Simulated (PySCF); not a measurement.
# Reading the logs of faulty runs: AlCGeH6N

All numbers below are calculated, not measured. They come from PySCF 2.14.0, an open-source quantum chemistry program, on an isolated molecule that a program drew, which may never have been made. The molecule is AlCGeH6N (charge 0, singlet), drawn as the SMILES string `[Al][NH][CH2][GeH3]`.

Each row is a Hartree-Fock (HF) and frozen-core CCSD(T) single point in the cc-pV(D+d)Z basis, meant for a local HF minimum. Run 1 is clean. Each other run has one planted mistake out of seven kinds, and not every kind appears here: one electron removed, one electron added, multiplicity raised by two, geometry at a saddle point, minimal basis STO-3G, one bond length entered in bohr, all coordinates scaled. The reference is restricted for singlets and unrestricted otherwise, and also for a bond in bohr. Adding or removing an electron swaps singlet and doublet. Electrons count all cores. HOMO and LUMO are orbital energies over both spins, the gradient is its largest component, and the lowest frequency (negative if imaginary) is given only where the gradient is small. Bond lengths are over the 9 bonds as drawn. T1 is the CCSD diagnostic: over 0.02 (restricted) or 0.045 (unrestricted) a single reference is doubtful. Germanium has the cc-pVDZ-PP basis, with a core potential (ECP10MDF) in place of its 10 inner electrons, and its 3s, 3p and 3d shells are frozen in CCSD(T).

Geometry of the clean run:
```xyz
10
AlCGeH6N, angstrom
Al   -2.0302   -1.4397    0.7114
N    -1.4021   -0.0264   -0.2115
C    -0.5114    1.1077   -0.0036
Ge    0.2952    1.1962    1.7942
H    -1.7656    0.0039   -1.1556
H     0.3222    1.0974   -0.7155
H    -1.0333    2.0597   -0.1555
H     1.1407   -0.0559    2.0695
H    -0.7957    1.2835    2.8717
H     1.1909    2.4367    1.8849
```

```
run  electrons  basis functions  <S^2>  HOMO (eV)  LUMO (eV)  gradient (hartree/bohr)  lowest frequency (cm^-1)  mean bond (Å)  longest bond (Å)      T1  HF (hartree)  CCSD(T) (hartree)                          mistake
  1         64              104  0.000      -8.08       1.45                  4.1e-05                        42         1.4488             1.972  0.0147    -631.09683         -631.63079                         no fault
  2         63              104  0.757     -15.33      -6.56                  3.3e-02                         -         1.4488             1.972  0.0209    -630.82901         -631.33177             one electron removed
  3         64              104  2.006      -6.17       0.15                  1.0e-02                         -         1.4488             1.972  0.0181    -631.03341         -631.54008       multiplicity raised by two
  4         64              104  0.893      -8.15       1.01                  7.4e-03                         -         1.6003             2.897  0.0452    -630.99337         -631.51496  one bond length entered in bohr
  5         65              104  0.782       0.38       6.88                  2.3e-02                         -         1.4488             1.972  0.0186    -631.06266         -631.60491                                ?
  6         64              104  0.000      -8.01       1.50                  1.7e-02                         -         1.4213             1.935  0.0141    -631.09336         -631.62405                                ?
```

**Which mistake was planted in run 5, and what did it cost?**

It counts 65 electrons, one more than the clean run, at the same geometry and basis. So the mistake is: one electron added. Subtracting run 1 and multiplying by 627.51 kcal/mol a hartree, the energy moved by 21.4 kcal/mol in HF and 16.2 kcal/mol in CCSD(T).

**Which mistake was planted in run 6, and what did it cost?**

The mean and the longest bond both change by the same factor, 0.981, and the gradient is no longer small. So the mistake is: all coordinates scaled. Subtracting run 1 and multiplying by 627.51 kcal/mol a hartree, the energy moved by 2.2 kcal/mol in HF and 4.2 kcal/mol in CCSD(T).

Cautions from the logs. Run 4: T1 is over the limit, so its CCSD(T) energy is less reliable; run 5: the HOMO is above zero, so the electron isn't bound and the energy depends on the basis.
